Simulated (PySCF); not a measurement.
## Polarisability and C₆ of Tl (thallium, neutral)

[Xe] 4f14 5d10 6s2 6p1, 2P determinant. All numbers are calculated (PySCF 2.14, the spin-free X2C one-electron Hamiltonian (Gaussian nucleus), in x2c-TZVPPall with one added diffuse shell each of s, p, d, f type (12s8p7d4f, 99 functions)). Coupled (time-dependent) response in atomic units; α is the mean over directions.

```csv
method,mean α (bohr³),"α xx, yy, zz",C₆ (like pair),S(−4)
r2SCANh,74.77,"53.28, 117.7, 53.28",813.9,3566
```

S(−4) is the Cauchy moment in α(ω) = α(0) + S(−4) ω² + …

Reference α: 50 ± 2 bohr³ (recommended; Schwerdtfeger and Nagle, table of static dipole polarizabilities (2023 update)). Published C₆: 509.0 (Gould and Bucko (2016)).

Spin-orbit coupling is absent.

α(iu) at r2SCANh:

| u (hartree) | α(iu) (bohr³) |
| --- | --- |
| 0 | 74.77 |
| 0.0500 | 67.18 |
| 0.100 | 53.46 |
| 0.200 | 33.97 |
| 0.300 | 23.81 |
| 0.500 | 14.19 |
| 0.750 | 9.099 |
| 1.00 | 6.571 |
| 1.50 | 4.068 |
| 2.00 | 2.824 |
| 3.00 | 1.609 |
| 5.00 | 0.7233 |

A single London oscillator, α(iu) = α/(1 + u²/ω²), gives C₆ = (3/4) ω α². Matching the computed C₆ needs ω = 4 × 813.9 / (3 × 74.77²) = 0.194 hartree.

The components differ because the open shell of this determinant is not spherical; for a pure term their mean is the scalar polarisability.

Spin-orbit coupling, absent here, splits the open shell strongly.
